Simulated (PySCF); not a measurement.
# How methods differ on the ionisation energy of Nb(2+)

Nb(2+) [Kr] 4d3 (4F) → Nb(3+) [Kr] 4d2 (3F), as a difference of total energies. Calculation: PySCF 2.14, in ANO-RCC-VTZP (7s6p4d2f1g, 68 functions); the spin-free X2C one-electron Hamiltonian (Gaussian nucleus). Correlated levels: valence and next inner shell: [Ar] 3d10 frozen. The calculations carry no spin-orbit coupling.

```csv
method,ionisation energy (eV),plus first-order spin-orbit estimate,difference from reference of that sum (eV)
UHF,24.286,24.261,-0.779
MP2 (valence and next inner shell),25.097,25.073,+0.033
SCS-MP2 (valence and next inner shell),24.879,24.855,-0.185
CCSD (valence and next inner shell),25.029,25.004,-0.036
CCSD(T) (valence and next inner shell),25.057,25.032,-0.008
```

Reference: 25.04 eV (semi-empirical (NIST evaluation); NIST Atomic Spectra Database, ionization energies).

A first-order spin-orbit estimate (lowest level to lowest level, LS coupling) adds -0.025 eV.

Errors of the correlated levels include the incompleteness of this basis and the frozen core.
